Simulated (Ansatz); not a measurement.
Geometry optimisation, RKS PBE-D4/def2-SVP (Ansatz).

input.yaml

```yaml
crystal:
  periodic: [false, false, false]
  atoms:
    - { symbol: B, position_ang: [-0.77665, 0.91352, -1.34133] }
    - { symbol: Ga, position_ang: [-0.28848, 0.27369, 0.58598] }
    - { symbol: "N", position_ang: [0.9142, -1.07854, 0.80628] }
    - { symbol: H, position_ang: [-1.08114, 0.12455, -2.15236] }
    - { symbol: H, position_ang: [-0.69023, 2.02985, -1.68307] }
    - { symbol: H, position_ang: [-0.72024, 0.76373, 2.0312] }
    - { symbol: H, position_ang: [1.28635, -1.41424, 1.68763] }
    - { symbol: H, position_ang: [1.35618, -1.61257, 0.06566] }
basis:
  gaussian: { orbitals: def2-SVP }
hamiltonian:
  xc: pbe
  dispersion: d4
relax:
  f_tol: 0.015
  max_steps: 40
```

Run as:

```bash
$ ansatz run input.yaml --threads 1 --pin off --max-ram 2048MiB --backend cpu --events-out ev --progress --plain --runs-dir out
```

Task: Where does it end, and by what steps?

Result: The run converged. The force dipped under the threshold on the way, but the program's further checks kept it going. After 12 steps the energy has fallen by 0.107 eV; H4 moved furthest, 0.62 Å.

```csv
step,energy less start (eV),largest force component (eV/Å),accepted
0,0.0000,1.147,yes
1,-0.0628,0.417,yes
2,-0.0831,0.249,yes
3,-0.0873,0.138,yes
4,-0.0952,0.314,yes
5,-0.0895,0.424,no
6,-0.1019,0.116,yes
7,-0.1042,0.059,yes
8,-0.1066,0.009,yes
9,-0.1067,0.089,yes
10,-0.1066,0.089,no
11,-0.1073,0.020,yes
12,-0.1074,0.002,yes
```

```xyz
8
Properties=species:S:1:pos:R:3
B -0.777 0.887 -1.333
Ga -0.282 0.191 0.559
N 1.026 -1.061 0.827
H -1.635 0.355 -2.017
H -0.265 1.885 -1.810
H -0.948 0.640 1.925
H 1.288 -1.407 1.752
H 1.594 -1.490 0.095
```

Whether the end is a true minimum wasn't checked by a vibrational analysis.

Time of the run: 31 s on 1 thread of Arm Neoverse V1, on a shared host, peak memory 0.12 GiB.
